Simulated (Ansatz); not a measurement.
Basis-set extrapolation for `O[Si](O)(O)S` (PBE0-D4/def2-TZVP geometry, frozen core, the Gaussian-basis code of Ansatz). Multiplicity 1, RHF reference.

|  | def2-TZVPP | def2-QZVPP |
| --- | --- | --- |
| HF | -913.722067 | -913.754032 |
| MP2 correlation | -1.012505 | -1.098347 |
| CCSD(T) correlation | -1.078173 | not run |

Energies in hartree. Use E(X) = E(∞) + A·exp(−7.88·√X) for Hartree–Fock and E(X) = E(∞) + B·X^(−2.97) for correlation, with X = 3 and 4, and add CCSD(T) minus MP2 of the smaller set to the MP2 limit.

Task: What is the CCSD(T) energy at the basis-set limit?

Result: HF limit: -913.754032 + (-0.031965) × 0.13774 = -913.75843. MP2 limit: -1.098347 + (-0.085842) × 0.74074 = -1.16193. Higher-order term: -1.078173 − (-1.012505) = -0.06567. Total: -914.98603 hartree, 5.06 eV below CCSD(T)/def2-TZVPP.
